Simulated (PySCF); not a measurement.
C₅H₆F₃N.
Numbering: `[CH2:1]=[CH:2][CH2:3]/[N:4]=[CH:5]/[C:6]([F:7])([F:8])[F:9]` (hydrogens: H10, H11 on C1; H12 on C2; H13, H14 on C3; H15 on C5)

Cartesian coordinates in Å at the GFN2-xTB level; atoms count from 1:
```
atom  x, y, z in Å
C1     2.8543   -0.1426    0.3494
C2     1.7826    0.6241    0.3232
C3     0.7279    0.5507   -0.7458
N4    -0.5544    0.5492   -0.1210
C5    -1.3633   -0.3867   -0.2911
C6    -2.6969   -0.3608    0.4096
F7    -3.6989   -0.6191   -0.4497
F8    -2.9742    0.7995    0.9988
F9    -2.7641   -1.3122    1.3586
H10    3.5937   -0.0543    1.1262
H11    3.0469   -0.8821   -0.4108
H12    1.5907    1.3594    1.0903
H13    0.8914   -0.3157   -1.4040
H14    0.7730    1.4728   -1.3374
H15   -1.2131   -1.2742   -0.9184
```

Computed, not measured: TDDFT B3LYP/def2-SVPD, vertical, gas phase, core orbitals frozen in the response (PySCF 2.14.0, density-fitted response routines).

Ground-to-excited transition dipoles (e·a0, same axes as the geometry; the sign carries no meaning), for the states with f of 0.002 or more among the lowest 7:

```csv
state,E (hartree),μx,μy,μz
S1,0.1758,-0.064,0.079,-0.083
S2,0.1981,-0.232,0.110,-0.081
S3,0.2473,-0.141,-0.009,-0.090
S4,0.2652,1.081,0.234,-0.091
S5,0.2694,0.164,0.197,-0.262
S6,0.2773,0.975,-0.080,0.325
S7,0.2808,-1.054,0.480,0.039
```

Q: Work out the oscillator strengths.

A: f = (2/3) ΔE |μ|² with ΔE in hartree (27.2114 eV).

```csv
state,|μ|² (au),|μ| (D),f
S1,0.017,0.33,0.002
S2,0.072,0.68,0.010
S3,0.028,0.43,0.005
S4,1.232,2.82,0.218
S5,0.134,0.93,0.024
S6,1.062,2.62,0.196
S7,1.343,2.95,0.251
```

Q: Which bond between heavy atoms lies closest to the direction of the S7 transition dipole?

A: C1–C2, at 12° from it; next C3–N4 and C5–C6 at 34°.

Q: What angle do the transition dipoles of S5 and S6 make?

A: |cos θ| = |μa·μb| / (|μa| |μb|) = 0.16, so θ ≈ 81° (taken between 0 and 90°, since the signs are arbitrary).

Q: What peak molar absorption coefficient would the strongest computed level give as a lone Gaussian band 0.3 eV wide at half height?

A: ε(max) = 2.175×10⁸ f / FWHM, with the width in cm⁻¹. S7: 2.175×10⁸ × 0.2514 / 2420 ≈ 23000 L mol⁻¹ cm⁻¹.

One conformer stands for the species.
